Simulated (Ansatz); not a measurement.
Geometry optimisation, Ansatz, RKS B3LYP-D4/STO-3G.

The input (input.yaml):

```yaml
crystal:
  periodic: [false, false, false]
  atoms:
    - { symbol: O, position_ang: [0.345, 1.9749, -0.6054] }
    - { symbol: C, position_ang: [0.2911, 0.6731, -0.1106] }
    - { symbol: Si, position_ang: [0.0508, 0.5481, 1.7958] }
    - { symbol: O, position_ang: [-0.6008, -0.018, -0.8951] }
    - { symbol: Si, position_ang: [-0.3037, -1.5456, -1.5022] }
    - { symbol: H, position_ang: [-0.6029, 2.3701, -0.4589] }
    - { symbol: H, position_ang: [1.3337, 0.3024, -0.3069] }
    - { symbol: H, position_ang: [0.1313, -0.8627, 2.228] }
    - { symbol: H, position_ang: [-1.2048, 1.1829, 2.2569] }
    - { symbol: H, position_ang: [1.1926, 1.2574, 2.5299] }
    - { symbol: H, position_ang: [-1.4996, -2.1051, -2.1511] }
    - { symbol: H, position_ang: [0.097, -2.4008, -0.3309] }
    - { symbol: H, position_ang: [0.7907, -1.4115, -2.4346] }
basis:
  gaussian: { orbitals: STO-3G }
hamiltonian:
  xc: b3lyp
  dispersion: d4
relax:
  f_tol: 0.02
  max_steps: 40
scf:
  lower_state_search: "off"
```

Run as:

```bash
$ ansatz run input.yaml --threads 1 --pin off --max-ram 2048MiB --backend cpu --events-out ev --progress --plain --runs-dir out
```

Question: Where does it end, and by what steps?

Answer: The forces met the threshold. Limits of this set-up: minimal basis. After 28 steps the energy has fallen by 0.865 eV; H12 moved furthest, 2.01 Å.

```tsv
step	energy less start (eV)	largest force component (eV/Å)	accepted
0	0.0000	3.944	yes
1	-0.5730	1.520	yes
2	-0.6584	0.428	yes
3	-0.6469	1.052	no
4	-0.6800	0.093	yes
5	-0.6823	0.093	yes
6	-0.6834	0.055	yes
7	-0.6836	0.028	yes
8	-0.6837	0.026	yes
9	-0.6839	0.030	yes
10	-0.6841	0.037	yes
11	-0.6844	0.056	yes
12	-0.6848	0.130	yes
13	-0.6866	0.131	yes
14	-0.6983	0.269	yes
15	-0.7064	0.462	yes
16	-0.7319	0.394	yes
17	-0.7676	0.257	yes
18	-0.7920	0.334	yes
19	-0.8054	0.347	yes
20	-0.8192	0.196	yes
21	-0.8330	0.187	yes
22	-0.8429	0.224	yes
23	-0.8505	0.175	yes
24	-0.8579	0.125	yes
25	-0.8622	0.063	yes
26	-0.8638	0.049	yes
27	-0.8645	0.025	yes
28	-0.8647	0.008	yes
```

```xyz
13
Properties=species:S:1:pos:R:3
O 0.845 1.011 -0.733
C 0.445 0.076 0.340
Si -0.085 0.885 1.997
O -0.655 -0.779 -0.119
Si -0.357 -1.272 -1.753
H 0.035 1.644 -0.789
H 1.380 -0.528 0.493
H -0.487 -0.136 2.936
H -1.187 1.784 1.746
H 1.025 1.632 2.541
H -1.232 -2.405 -1.943
H 1.016 -1.678 -1.970
H -0.722 -0.267 -2.730
```

Whether the end is a true minimum wasn't checked by a vibrational analysis.

Run time: 4.4 min on 1 thread of Intel(R) Xeon(R) Processor @ 2.50GHz (Skylake/Cascade Lake), with other jobs on the host, peak memory 0.12 GiB.
